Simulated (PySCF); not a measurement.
# Computed vibrations of [Eu(H2O)2]3+

[Eu(H2O)2]3+ (singlet in the valence; each metal's 4f electrons, 6 of them, lie in its core potential, out of spins and levels). PySCF 2.14.0, RKS PBE0, Eu lcecp-1-SVP with ECP52, O def2-SVP, H def2-SVP; non-relativistic Hamiltonian with scalar-relativistic core potentials where named; density fitting; no spin-orbit coupling. Central differences of gradients.

```xyz
7

Eu   -0.0804   -0.2398   -0.0028
O     0.2805    0.9741    1.8584
H     0.7238    1.8570    1.9548
H     0.0472    0.7452    2.7970
O     0.3769    0.9890   -1.8350
H     0.9095    0.7258   -2.6318
H     0.0786    1.9077   -2.0664
```

Run from Python with OMP_NUM_THREADS=2. Where DIIS fails, smearing, a level shift and second-order steps follow.
It took 110 s on 2 threads of Intel(R) Xeon(R) Platinum 8488C (Sapphire Rapids), on a shared host.

Task: What are the harmonic wavenumbers and infrared intensities?

Result: Negative numbers are unstable modes, those under 60 cm⁻¹ near the noise; a finer grid moves soft modes by up to 10 cm⁻¹.
```csv
cm⁻¹,km/mol,symmetry
28,2.0,
73,2.6,
125,0.7,
431,10.5,
433,27.1,
647,71.4,
663,59.2,
707,209.5,
715,646.3,
1665,209.1,
1668,90.9,
3496,1154.9,
3513,112.4,
3528,417.6,
3536,659.6,
```

Task: Is this a minimum?

Result: Yes, within the noise of the softest modes. Ideal gas at 298.15 K and 1 bar: S = 364.9 J/(mol K), Cp = 84.4 J/(mol K), H − H(0 K) = 18.9 kJ/mol (rigid rotor, harmonic modes, spin degeneracy alone, that of the 4f electrons in the core included; the modes under 60 cm⁻¹ make these uncertain).

An lcecp potential fixes the number of 4f electrons, so in runs with it no electron can move into or out of that shell.
